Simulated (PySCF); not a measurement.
H12Si5, charge -1, doublet, at a GFN2-xTB geometry (a state made from the parent by changing its charge; the spin is typed, not shown lowest) (in this run its highest filled SCF level lies above zero, so its values depend strongly on the basis, on diffuse functions most of all); B3LYP/6-31G (PySCF).

Input for PySCF:
```python
from pyscf import gto, scf, dft

mol = gto.M(
    atom='''
Si   -0.791140   -0.670838   -2.315408
Si    0.193622   -0.183797   -0.155943
Si    0.034253    2.141074   -0.102507
Si   -1.536843   -0.714727    1.312691
Si    2.132824   -0.602768    1.234816
H    -2.026832   -0.369242   -3.106050
H    -0.796237   -2.152810   -2.445599
H     0.225423   -0.249259   -3.316710
H     0.241947    2.782680    1.210145
H    -1.267299    2.703445   -0.512547
H     0.981789    2.870731   -0.966831
H    -2.888617   -0.270305    0.921480
H    -1.738404   -2.152507    1.576208
H    -1.415905   -0.156389    2.673598
H     2.232306   -2.083762    1.337257
H     3.319628   -0.242541    0.413262
H     2.674174   -0.245254    2.584681
''',
    basis='6-31g',
    charge=-1,
    spin=1,
    verbose=3,
)

mf = dft.UKS(mol)
mf.xc = 'b3lyp'
mf.kernel()
mf.analyze()
```

Output, abridged:

```
converged SCF energy = -1454.53497017131  <S^2> = 0.75469673  2S+1 = 2.0046912
**** MO energy ****
                             alpha | beta                alpha | beta
[...]
To work with the spin densities directly, `use mulliken_meta_spin()` only printing them here.

 ** Mulliken spin pop alpha/beta on meta-lowdin orthogonal AOs **
 ** Mulliken Spin Density (per atom)  **
spin density of  0 Si =      0.28657
spin density of  1 Si =      0.32519
spin density of  2 Si =     -0.01203
spin density of  3 Si =     -0.01203
spin density of  4 Si =      0.28657
spin density of  5 H =      0.07944
spin density of  6 H =     -0.00888
spin density of  7 H =     -0.00894
spin density of  8 H =     -0.00048
spin density of  9 H =     -0.00014
spin density of  10 H =      0.00186
spin density of  11 H =     -0.00048
spin density of  12 H =      0.00186
spin density of  13 H =     -0.00014
spin density of  14 H =     -0.00894
spin density of  15 H =     -0.00887
spin density of  16 H =      0.07943
 ** Mulliken pop alpha/beta on meta-lowdin orthogonal AOs **
 ** Mulliken atomic charges   ( Nelec_alpha | Nelec_beta ) **
charge of  0Si =     -0.02168  (     7.15413      6.86756 )
charge of  1Si =     -0.11854  (     7.22187      6.89668 )
charge of  2Si =      0.11315  (     6.93741      6.94944 )
charge of  3Si =      0.11313  (     6.93742      6.94945 )
charge of  4Si =     -0.02168  (     7.15413      6.86756 )
charge of  5H =     -0.10854  (     0.59399      0.51455 )
charge of  6H =     -0.09120  (     0.54116      0.55004 )
charge of  7H =     -0.09128  (     0.54117      0.55011 )
charge of  8H =     -0.08071  (     0.54012      0.54059 )
charge of  9H =     -0.08088  (     0.54037      0.54051 )
charge of  10H =     -0.07959  (     0.54072      0.53886 )
charge of  11H =     -0.08071  (     0.54012      0.54059 )
charge of  12H =     -0.07958  (     0.54072      0.53886 )
charge of  13H =     -0.08087  (     0.54037      0.54050 )
charge of  14H =     -0.09128  (     0.54117      0.55011 )
charge of  15H =     -0.09120  (     0.54116      0.55004 )
charge of  16H =     -0.10854  (     0.59399      0.51456 )

WARN: System has nonzero charge -1; the dipole moment is origin-dependent.
Location of origin: [0. 0. 0.]

Dipole moment(X, Y, Z, Debye): -1.04145,  0.98860,  0.83880
```
